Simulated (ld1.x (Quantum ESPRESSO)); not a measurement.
## Before and after: ultrasoft potential for P (Z = 15)

- Element: phosphorus (P)
- Generator: ld1.x (Quantum ESPRESSO) 7.5
- Type: ultrasoft
- Functional: PBE
- Relativity: scalar-relativistic
- Frozen core: [Ne]
- Valence charge: 5
- Reference configuration: 3s1 3p4
- Partial waves: 3s (bound): rcut 1.65, rcutus 2.00 bohr; 3s channel at 1.25 Ry: rcut 1.65, rcutus 2.00 bohr; 3p (bound): rcut 1.45, rcutus 1.90 bohr; 3p channel at 0.65 Ry: rcut 1.45, rcutus 1.90 bohr
- Local potential: all-electron potential smoothed inside 1.80 bohr (lloc = -1)
- Core correction: Bessel-smoothed model core, default radius (core density twice the valence density)
- Augmentation charge: built from norm-conserving waves at rcut, not smoothed further

All-electron outer shells of the reference configuration (PBE, scalar-relativistic, ld1.x):

```json
{"shell": "2s", "level (eV)": "-175.53", "outermost node (bohr)": "0.14", "outermost maximum (bohr)": "0.42"}
{"shell": "2p", "level (eV)": "-126.02", "outermost node (bohr)": "–", "outermost maximum (bohr)": "0.36"}
{"shell": "3s", "level (eV)": "-14.68", "outermost node (bohr)": "0.65", "outermost maximum (bohr)": "1.58"}
{"shell": "3p", "level (eV)": "-6.07", "outermost node (bohr)": "0.64", "outermost maximum (bohr)": "1.81"}
```

Change: core correction Bessel-smoothed model core inside 2.12 bohr.

Cutoffs: the cutoffs (Ry, on a coarse ladder) from which the occupation-weighted sum of valence levels, in a spherical-Bessel basis at the reference potential, stays within 10 and 1 mRy of its value at 400 Ry; they do not see the model core or the augmentation charge, which bear on the density cutoff. Errors are all-electron minus pseudo energies relative to the spin-unpolarised reference configuration.

Predict the effect on cutoff, ghosts and configuration errors.

The potential gets neither clearly harder nor softer (15 Ry and 21 Ry → 15 Ry and 21 Ry); of the 7 tests that both files solve, the error grows in 5 and shrinks in 2 by more than 15 % and 0.3 meV (median size 0.9 → 2.6 meV); neither file shows a bound ghost. The default core radius of the base comes out at 0.99 bohr. A wider model core is smoother and lowers the density cutoff, which this test does not measure.

```csv
quantity,base,changed
"cutoff, loose",15 Ry,15 Ry
"cutoff, tight",21 Ry,21 Ry
bound ghosts,none,none
"error for 3s2 3p3, meV [ΔE -8.53 eV]",-0.4,+2.6
"error for 3s2 3p2, meV [ΔE 1.20 eV]",-0.1,+2.1
"error for 3s2 3p1, meV [ΔE 20.34 eV]",+7.6,+4.1
"error for 3s2 3p0, meV [ΔE 50.08 eV]",+37,+24
"error for 3s2 3p2.5, meV [ΔE -4.76 eV]",-0.7,+2.4
"error for 3s0 3p5, meV [ΔE 8.67 eV]",-0.9,+1.6
"error for 3s1 3p0, meV [ΔE 102.09 eV]",+98,+130
s: phases at 2.19 bohr within 0.05 rad from the reference energy up to (Ry; the scan ends near 5),4.0,4.0
p: phases at 2.19 bohr within 0.05 rad from the reference energy up to (Ry; the scan ends near 5),5.0,5.0
lowest overlap eigenvalue by channel,"s 0.44, p 0.78","s 0.44, p 0.78"
```
